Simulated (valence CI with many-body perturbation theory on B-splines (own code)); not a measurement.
Energy levels of W XLII

Computed by configuration interaction combined with many-body perturbation theory (CI+MBPT): five valence electrons over a frozen Dirac-Fock core [Ar] 3d10, a basis of 11 s, 11 p, 10 d, 8 f, 5 g, 2 h functions for each j, with the one-electron correlation potential Σ1, the two-electron term Σ2, the three-electron term Σ3, Breit, model QED; selected CI, second order for the rest, scaled by the run's own slope (own B-spline code, finite nucleus).

The last digits are not significant, and no measured levels were compared; by estimate large intervals hold to a few tenths of a per cent, small ones and those within an open d or f shell to about a per cent. Among the levels kept, up to 2100 cm⁻¹ of a level comes from second order outside the variational space, and about a tenth of that is noise between levels of different J, which matters for small intervals.

Levels 136 to 179 of 179, with energies above the lowest level, (4s^2 4p1/2^2 4p3/2) J=3/2. "Leading %" is the weight of the configuration and term that name the level; weights of strongly mixed levels are sums over their largest components and can fall short. In the jj column 3d3/2^4 stands for four electrons in 3d with j = 3/2. Lifetimes count E1, E2, E3, M1 and M2 decay at the calculated energies, and are blank where another channel may lead or the interval is too uncertain; long ones can be off by a factor of two.

```csv
No.,Configuration,Term,J,E (× 10³ cm⁻¹),Leading %,Second component,Lifetime,Leading jj
136,4s 4p2 4d2,4P,1/2,4074.8,45,32 % 4s 4p2 4d2 6D,11.4 ps,4s 4p1/2^2 4d3/2^2 (87 %)
137,4p5,2P°,1/2,4110.8,63,7 % 4s 4p3 4d 2S°,538 fs,4p1/2 4p3/2^4 (63 %)
138,4s2 4p 4d2,4D°,3/2,4151.4,26,25 % 4s2 4p 4d2 4F°,340 fs,4s^2 4p3/2 4d3/2^2 (80 %)
139,4s2 4p 4d2,4D°,1/2,4153.0,61,16 % 4s2 4p 4d2 2P°,372 fs,4s^2 4p3/2 4d3/2^2 (80 %)
140,4s2 4p 4d2,4F°,5/2,4157.6,32,16 % 4s2 4p 4d2 2F°,365 fs,4s^2 4p3/2 4d3/2^2 (78 %)
141,4s2 4p 4d2,2G°,7/2,4162.3,26,20 % 4s2 4p 4d2 2F°,400 fs,4s^2 4p3/2 4d3/2^2 (80 %)
142,4s 4p2 4d2,4F,7/2,4176.9,24,20 % 4s 4p2 4d2 6G,5.52 ps,4s 4p1/2^2 4d3/2 4d5/2 (85 %)
143,4s 4p2 4d2,4F,5/2,4194.9,16,14 % 4s 4p2 4d2 6G,5.33 ps,4s 4p1/2^2 4d3/2 4d5/2 (82 %)
144,4s2 4p 4d2,2P°,3/2,4211.7,22,19 % 4s2 4p 4d2 4D°,403 fs,4s^2 4p3/2 4d3/2^2 (73 %)
145,4s 4p2 4d2,6D,3/2,4214.6,30,20 % 4s 4p2 4d2 4P,3.83 ps,4s 4p1/2^2 4d3/2 4d5/2 (89 %)
146,4s2 4p 4d2,4G°,9/2,4217.8,47,26 % 4s2 4p 4d2 4F°,677 fs,4s^2 4p3/2 4d3/2 4d5/2 (88 %)
147,4s 4p2 4d2,2G,9/2,4219.0,15,13 % 4s 4p2 4d2 4F,7.44 ps,4s 4p1/2^2 4d3/2 4d5/2 (75 %)
148,4s2 4p 4d2,2F°,7/2,4221.0,27,24 % 4s2 4p 4d2 4F°,674 fs,4s^2 4p3/2 4d3/2 4d5/2 (81 %)
149,4s2 4p 4d2,2S°,1/2,4224.4,31,22 % 4s 4p3 4d 4P°,697 fs,4s^2 4p3/2 4d3/2 4d5/2 (63 %)
150,4s2 4p 4d2,4D°,3/2,4227.9,24,19 % 4s2 4p 4d2 2D°,727 fs,4s^2 4p3/2 4d3/2 4d5/2 (66 %)
151,4s2 4p 4d2,2F°,5/2,4236.8,31,13 % 4s2 4p 4d2 4D°,788 fs,4s^2 4p3/2 4d3/2 4d5/2 (72 %)
152,4s 4p2 4d2,4H,7/2,4241.9,19,16 % 4s 4p2 4d2 2G,7.79 ps,4s 4p1/2^2 4d3/2 4d5/2 (65 %)
153,4s2 4p 4d2,4G°,11/2,4245.7,65,31 % 4s2 4p 4d2 2H°,1.05 ps,4s^2 4p3/2 4d3/2 4d5/2 (73 %)
154,4s2 4p 4d2,4D°,5/2,4246.4,44,32 % 4s2 4p 4d2 4P°,798 fs,4s^2 4p3/2 4d3/2 4d5/2 (90 %)
155,4s2 4p 4d2,4D°,7/2,4249.4,31,21 % 4s2 4p 4d2 2F°,828 fs,4s^2 4p3/2 4d3/2 4d5/2 (75 %)
156,4s 4p2 4d2,4F,3/2,4254.3,10,8 % 4s 4p2 4d2 6D,5.31 ps,4s 4p1/2^2 4d3/2 4d5/2 (66 %)
157,4s 4p2 4d2,2F,5/2,4264.1,21,11 % 4s 4p2 4d2 4G,4.02 ps,4s 4p1/2^2 4d3/2 4d5/2 (80 %)
158,4s 4p2 4d2,2P,1/2,4287.2,25,16 % 4s 4p2 4d2 4D,4.80 ps,4s 4p1/2^2 4d3/2 4d5/2 (69 %)
159,4s2 4p 4d2,2D°,5/2,4294.6,22,17 % 4s2 4p 4d2 4P°,6.80 ps,4s^2 4p3/2 4d5/2^2 (57 %)
160,4s2 4p 4d2,2G°,9/2,4296.0,36,18 % 4s2 4p2 4f 2H°,1.27 ps,4s^2 4p3/2^2 4f5/2 (42 %)
161,4s2 4p2 4f,4F°,7/2,4303.3,16,14 % 4s2 4p 4d2 2G°,1.34 ps,4s^2 4p3/2^2 4f5/2 (44 %)
162,4s2 4p2 4f,4D°,5/2,4304.4,16,15 % 4s2 4p2 4f 4F°,2.40 ps,4s^2 4p3/2^2 4f5/2 (55 %)
163,4s2 4p2 4f,2D°,3/2,4313.1,30,16 % 4s2 4p2 4f 4D°,1.97 ps,4s^2 4p3/2^2 4f5/2 (58 %)
164,4s2 4p 4d2,2H°,11/2,4316.0,44,23 % 4s2 4p2 4f 4G°,6.17 ps,4s^2 4p3/2 4d5/2^2 (50 %)
165,4s2 4p2 4f,4F°,9/2,4324.3,20,18 % 4s 4p3 4d 4F°,11.0 ps,4s^2 4p3/2^2 4f7/2 (41 %)
166,4s 4p3 4f,2F,7/2,4328.2,13,9 % 4s 4p3 4f 4F,3.81 ps,4s 4p1/2^2 4p3/2 4f5/2 (61 %)
167,4s2 4p2 4f,4D°,1/2,4328.4,28,21 % 4s2 4p2 4f 2P°,1.52 ps,4s^2 4p3/2^2 4f5/2 (49 %)
168,4s2 4p 4d2,2F°,7/2,4340.3,30,25 % 4s2 4p 4d2 4D°,14.9 ps,4s^2 4p3/2 4d5/2^2 (69 %)
169,4s 4p3 4f,4F,5/2,4349.9,21,20 % 4s 4p3 4f 6F,2.78 ps,4s 4p1/2^2 4p3/2 4f5/2 (77 %)
170,4s2 4p 4d2,2F°,5/2,4354.0,44,6 % 4s2 4p 4d2 2D°,627 fs,4s^2 4p3/2 4d3/2 4d5/2 (69 %)
171,4s 4p3 4f,4F,9/2,4358.8,15,13 % 4s 4p3 4f 6F,5.79 ps,4s 4p1/2^2 4p3/2 4f7/2 (48 %)
172,4s 4p3 4f,6F,3/2,4366.6,30,29 % 4s 4p3 4f 4D,2.85 ps,4s 4p1/2^2 4p3/2 4f5/2 (83 %)
173,4s2 4p 4d2,2G°,7/2,4369.4,28,15 % 4s2 4p 4d2 4F°,653 fs,4s^2 4p3/2 4d3/2 4d5/2 (55 %)
174,4s2 4p2 4f,2F°,5/2,4371.1,20,16 % 4s2 4p 4d2 2F°,837 fs,4s^2 4p3/2 4d3/2 4d5/2 (51 %)
175,4s 4p3 4f,4D,1/2,4371.2,48,34 % 4s 4p3 4f 6F,2.99 ps,4s 4p1/2^2 4p3/2 4f5/2 (91 %)
176,4s2 4p 4d2,2P°,3/2,4371.7,27,24 % 4s2 4p 4d2 2D°,609 fs,4s^2 4p3/2 4d3/2 4d5/2 (60 %)
177,4s 4p3 4f,4G,9/2,4375.9,16,16 % 4s 4p3 4f 6F,1.97 ps,4s 4p1/2^2 4p3/2 4f5/2 (47 %)
178,4s 4p3 4f,6F,7/2,4376.8,20,14 % 4s 4p3 4f 4F,4.13 ps,4s 4p1/2^2 4p3/2 4f7/2 (57 %)
179,4s 4p3 4f,4G,11/2,4389.3,45,32 % 4s 4p3 4f 6F,4.67 ps,4s 4p1/2^2 4p3/2 4f7/2 (93 %)
```

Where two levels of one J and parity lie close, their mixing, g and order are uncertain.
